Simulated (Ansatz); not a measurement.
Cl2GaH6NSi2 (`[SiH3][N]([SiH3])[Ga]([Cl])[Cl]`), relaxed with RKS PBE0-D4/def2-TZVP in Ansatz 0.2.0 from a GFN2-xTB geometry. The force threshold is 0.005 eV/Å; the program also tests the step.

Charge 0, multiplicity 1.

Start:

```xyz
12

Si    0.848   -0.330    1.474
N    -0.108   -0.250    0.022
Si   -1.625    0.595   -0.096
Ga    0.864   -0.372   -1.580
Cl    1.689    1.326   -2.461
Cl    1.075   -2.256   -2.427
H     1.399    0.987    1.829
H     1.953   -1.259    1.159
H    -0.037   -0.833    2.522
H    -2.145    0.259   -1.439
H    -2.465    0.082    0.985
H    -1.448    2.051    0.013
```

```csv
step,energy (eV),largest force (eV/Å),largest move (Å)
1,-94749.3945,1.173,0.000
2,-94749.5126,0.341,0.087
3,-94749.5269,0.067,0.046
4,-94749.5471,0.080,0.200
5,-94749.5598,0.181,0.194
6,-94749.5733,0.270,0.195
7,-94749.5938,0.306,0.196
8,-94749.6138,0.317,0.195
9,-94749.6455,0.110,0.200
10,-94749.6678,0.146,0.194
11,-94749.6842,0.218,0.199
13,-94749.7095,0.149,0.154
15,-94749.7209,0.081,0.111
17,-94749.7253,0.057,0.082
19,-94749.7267,0.037,0.068
21,-94749.7273,0.009,0.033
23,-94749.7279,0.068,0.088
25,-94749.7292,0.008,0.032
27 (rejected),-94749.7298,0.109,0.122
29,-94749.7308,0.056,0.093
31,-94749.7310,0.027,0.011
33,-94749.7313,0.008,0.026
35,-94749.7314,0.006,0.001
37,-94749.7314,0.001,0.009
38,-94749.7314,0.001,0.005
```

End:

```xyz
12

Si    0.569   -0.711    1.458
N     0.067   -0.032   -0.067
Si   -1.370    0.960   -0.096
Ga    0.981   -0.316   -1.615
Cl    0.225    0.589   -3.384
Cl    2.739   -1.489   -1.756
H     0.847    0.369    2.441
H     1.799   -1.511    1.239
H    -0.499   -1.582    2.014
H    -2.411    0.379   -0.982
H    -1.882    1.005    1.300
H    -1.067    2.339   -0.554
```

It took 5.6 min on 4 threads of an Arm Neoverse V2 on a shared host, with 1.2 GiB of host memory at the peak.
